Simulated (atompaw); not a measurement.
**Gd: one change to a PAW (atompaw) potential, before and after**

gadolinium (Gd), PAW, made with atompaw 4.2.0.5 (PBE, scalar-relativistic). Core [Kr] 4d10 5s2, reference 4f7 5p6 5d1 6s1 6p1. Waves: 6s (bound); 6s channel at 0.7 Ry; 5p (bound); 6p (bound); 5d (bound); 5d channel at 0.05 Ry; 4f (bound); 4f channel at 0.5 Ry. Local part: troulliermartins scheme with l = 4 at 1 Ry, radius 2.35 bohr. Core correction: smooth core density matched at 1.70 bohr. Augmentation charge: gaussian compensation charge, radius 2.35 bohr; PAW radius 3.00 bohr; waves and projectors: bloechl.

Change: local potential troulliermartins scheme with l = 4 at 1 Ry, radius 2.28 bohr.

Cutoffs: the cutoffs (Ry, on a coarse ladder) from which the occupation-weighted sum of valence levels, in a spherical-Bessel basis at the reference potential, stays within 10 and 1 mRy of its value at 400 Ry; they do not see the model core or the augmentation charge, which bear on the density cutoff.

Question: What does the change do?

Answer: The potential gets harder (35 Ry and 45 Ry → 40 Ry and 50 Ry); both files keep a bound ghost (s).

| quantity | base | changed |
| --- | --- | --- |
| cutoff, loose | 35 Ry | 40 Ry |
| cutoff, tight | 45 Ry | 50 Ry |
| loose cutoff by channel (10 mRy a level) | s 6 Ry, p 21 Ry, d 15 Ry, f 25 Ry | s 6 Ry, p 21 Ry, d 15 Ry, f 30 Ry |
| bound ghosts | s | s |
| s: phases at 3.00 bohr within 0.05 rad from the reference energy up to (Ry; the scan ends near 5) | 4.2 | 4.3 |
| p: phases at 3.00 bohr within 0.05 rad from the reference energy up to (Ry; the scan ends near 5) | 3.7 | 3.5 |
| d: phases at 3.00 bohr within 0.05 rad from the reference energy up to (Ry; the scan ends near 5) | 0.7 | 0.7 |
| f: phases at 3.00 bohr within 0.05 rad from the reference energy up to (Ry; the scan ends near 5) | 3.3 | 3.3 |
| lowest overlap eigenvalue by channel | s 0.02, p 0.61, d 0.01, f 1.00 | s 0.02, p 0.56, d 0.01, f 1.00 |

 A true bound ghost makes a file unfit for plane-wave use even where its test errors are small: the radial tests pick states by their node count and pass the ghost by. The cutoffs see the waves, projectors and local potential, not the compensation charge or the core.
